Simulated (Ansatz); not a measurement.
Ansatz (an electronic-structure program) input:

Ansatz 0.2 input:
```yaml
crystal:
  periodic: [false, false, false]
  atoms:
    - {symbol: C, position_ang: [-0.15940054, 1.57954574, 0.24414693]}
    - {symbol: C, position_ang: [-0.58632340, 0.13898903, 0.30069527]}
    - {symbol: C, position_ang: [-1.82138182, -0.21804191, -0.47909186]}
    - {symbol: O, position_ang: [0.53910135, -0.76358318, -0.30400201]}
    - {symbol: C, position_ang: [1.88247956, -0.77151140, 0.31497741]}
    - {symbol: H, position_ang: [0.74693558, 1.77418607, 0.81533264]}
    - {symbol: H, position_ang: [-0.95501857, 2.17928420, 0.69004743]}
    - {symbol: H, position_ang: [-0.02907078, 1.92168892, -0.78426142]}
    - {symbol: H, position_ang: [-0.61641175, -0.25258926, 1.31557562]}
    - {symbol: H, position_ang: [-1.75598714, 0.11900883, -1.51622686]}
    - {symbol: H, position_ang: [-2.02295121, -1.28766876, -0.44864277]}
    - {symbol: H, position_ang: [-2.66894606, 0.29743958, -0.02481147]}
    - {symbol: H, position_ang: [2.37373398, 0.18120732, 0.14188235]}
    - {symbol: H, position_ang: [2.41739053, -1.59731512, -0.14381901]}
    - {symbol: H, position_ang: [1.71769010, -0.95733920, 1.37092998]}
    - {symbol: H, position_ang: [0.58758162, -0.64312596, -1.26835686]}
basis:
  gaussian:
    orbitals: def2-TZVPD
hamiltonian:
  xc: {name: SVWN5}
total_charge: 1
output: {forces: true}
```

Problem. Which total energy does the run end on?

Solution. -232.01660 Eh (SVWN5/def2-TZVPD). The basis has 287 functions.

It need not be the lowest isomer of its formula.
